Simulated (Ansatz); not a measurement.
Question: Name a neutral molecule of C, O, S, Si and H with HOMO energy (PBE0/def2-TZVPP) between -7.40 and -7.10 eV and HOMO energy (ωB97M-V/def2-TZVPP) between -9.45 and -9.15 eV (Ansatz, PBE0-D4/def2-TZVP geometry).

Answer: `SC1OC[SiH2]1` (-7.11 eV, -9.36 eV); `SC1O[SiH2]1` (-7.22 eV, -9.44 eV); `OC1[SiH2]S1` (-7.14 eV, -9.30 eV); `C1O[SiH2]S1` (-7.16 eV, -9.35 eV); `OC1=C[SiH]1S` (-7.23 eV, -9.36 eV); `[SiH3]C1(S)CO1` (-7.22 eV, -9.45 eV). Other molecules can fit too; these were computed, each in one conformer that needn't be the lowest.
